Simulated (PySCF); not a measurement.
SMILES C#CCCN (C4H7N) (GFN2-xTB optimised geometry):

```
12

C      1.705     0.824    -2.166
C      1.337     0.250    -1.182
C      0.819    -0.406     0.000
C     -0.726    -0.406     0.000
N     -1.337     0.907     0.000
H      2.057     1.308    -3.028
H      1.187     0.117     0.889
H      1.184    -1.436     0.031
H     -1.085    -0.936    -0.887
H     -1.079    -0.940     0.887
H     -1.043     1.424    -0.823
H     -1.041     1.436     0.815
```

Method: PBE/def2-TZVP (PySCF).

Question: What are the frontier orbital energies and the dipole moment?

Answer: HOMO-2 -6.73 eV, HOMO-1 -6.61 eV, HOMO -5.46 eV, LUMO -0.12 eV, LUMO+1 0.13 eV; dipole moment 1.04 D.

Meta-Löwdin charges at PBE/def2-TZVP: C1 -0.24, C2 -0.03, C3 -0.23, C4 -0.10, N5 -0.50, H6 0.17, H7 0.13, H8 0.14, H9 0.12, H10 0.12, H11 0.22, H12 0.21.
